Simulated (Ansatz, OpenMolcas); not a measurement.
# How methods differ on CH6BNO2 (SMILES OBNCO)

CH6BNO2 has 11 atoms, charge 0, and is taken as a singlet. As SMILES, `OBNCO`. The coordinates come from a PBE0-D4/def2-TZVP relaxation. This is a higher conformer, about 10 kJ/mol above the lowest found by a separate search.

Each level gives the vertical energy of the triplet above the singlet (eV). The values are calculated.

```csv
level,kind,program,value (eV),CPU time (all runs)
SVWN5/def2-SVP,LDA,Ansatz,5.96,18 s
PBE/def2-SVP,GGA,OpenMolcas,5.97,3.5 min
M06-L/def2-SVP,meta-GGA,OpenMolcas,6.62,3.9 min
r2SCAN/def2-SVP,meta-GGA,Ansatz,6.32,57 s
M06-2X/def2-SVP,hybrid meta-GGA,OpenMolcas,7.06,3.8 min
r2SCAN0/def2-SVP,hybrid meta-GGA,Ansatz,6.63,78 s
CAM-B3LYP/def2-SVP,range-separated hybrid,Ansatz,6.81,44 s
B2PLYP/def2-SVP,double hybrid,Ansatz,6.90,52 s
MP2/def2-SVP,perturbation theory,Ansatz,7.54,18 s
CCSD/def2-SVP,coupled cluster or CI,Ansatz,7.16,4.2 min
```

The values span 5.96 to 7.54 eV. A triplet this far above the singlet is often a Rydberg-like or dissociative state; sets without diffuse functions put Rydberg states too high. Times are those of the runs behind each value, whatever else they computed, on shared processors of several kinds: orders of magnitude only.
